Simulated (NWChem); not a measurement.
Molecule: C4H4F2; SMILES FC1=C(F)CC1

Program: NWChem. Each level has its own optimisation; frequencies are unscaled. Brackets give each atom's bonded neighbours. One conformer.

```json
[
 {"level": "Hartree-Fock/3-21G", "r C–F (Å)": "1.339", "r C–C [C(CCF)–C(CCF)] (Å)": "1.314", "r C–C [C(CCF)–C(CCHH)] (Å)": "1.522", "r C–C [C(CCHH)–C(CCHH)] (Å)": "1.593", "highest harmonic frequency (cm⁻¹)": "3333", "lowest (cm⁻¹)": "242", "zero-point energy (kcal/mol)": "48.8", "dipole (D)": "2.92"},
 {"level": "B3LYP/3-21G", "r C–F (Å)": "1.352", "r C–C [C(CCF)–C(CCF)] (Å)": "1.340", "r C–C [C(CCF)–C(CCHH)] (Å)": "1.528", "r C–C [C(CCHH)–C(CCHH)] (Å)": "1.600", "highest harmonic frequency (cm⁻¹)": "3165", "lowest (cm⁻¹)": "225", "zero-point energy (kcal/mol)": "45.6", "dipole (D)": "2.20"},
 {"level": "PBE0/def2-SVP", "r C–F (Å)": "1.316", "r C–C [C(CCF)–C(CCF)] (Å)": "1.336", "r C–C [C(CCF)–C(CCHH)] (Å)": "1.498", "r C–C [C(CCHH)–C(CCHH)] (Å)": "1.564", "highest harmonic frequency (cm⁻¹)": "3145", "lowest (cm⁻¹)": "226", "zero-point energy (kcal/mol)": "45.5", "dipole (D)": "2.05"}
]
```
